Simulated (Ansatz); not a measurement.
# Energy profile

The step: BH₂Br ([BH2][Br]) + CH₄ → CH₅B ([BH2][CH3]) + HBr; bonds formed: B1–C6, Br2–H5; bonds broken: B1–Br2, H5–C6 (atoms numbered as in the saddle structure below).

```xyz
9
angstrom
B -0.2861 -0.7925 0.0549
Br 0.6070 -0.9513 -2.0825
H -1.4404 -0.9685 -0.1703
H 0.3924 -1.5739 0.6406
H 0.4122 0.1069 -0.8519
C 0.0652 0.7979 0.4484
H -0.4600 1.5906 -0.0866
H -0.3996 0.7188 1.4396
H 1.1092 1.0721 0.6078
```

Electronic energies by CCSD(T) at an estimated basis limit (MP2 extrapolated from triple and quadruple zeta, plus CCSD(T) − MP2 in triple zeta), on PBE0-D4/def2-TZVP structures; CH6BBr, closed shell; no counterpoise correction. Computed with Ansatz 0.2.0 (basis: def2-TZVPP and def2-QZVPP); correlated methods freeze the cores. Filled d shells of the heavier atoms are correlated. The def2 sets are not built for correlating such inner shells, so the correlated values are less sure here. Extrapolation: Hartree–Fock as exp(−7.88 √X), correlation as X^−2.97.

**Question.** Give the profile in kJ/mol, counted from the separated reactants. (Judge from chemistry; the value comes from the calculation.)

**Answer.** The calculation gives:
```csv
point,kJ/mol
"separated: BH2Br (linked as [BH2][Br]; B1, Br2, H3, H4; singlet) + CH4 (H5, C6, H7, H8, H9; singlet)",0.0
start structure,-4.7
saddle,145.0
end structure,80.8
"separated: CH5B (linked as [BH2][CH3]; B1, H3, H4, C6, H7, H8, H9; singlet) + HBr (Br2, H5; singlet)",91.9
```

No T1 diagnostic of these runs exceeds 0.011. The start structure is not quite a true minimum (one mode of 43i cm⁻¹). The end structure is not quite a true minimum (one mode of 69i cm⁻¹).

For scale, one of the runs: CCSD(T)/def2-TZVPP, 194 basis functions, launched by `ansatz run in.yaml --threads 4 --pin off --events-out ev --progress --plain --max-ram 9574MiB`. Hardware: 4 CPU threads of an Intel Xeon, shared host. Wall time 59 s; peak host memory 2.3 GiB.
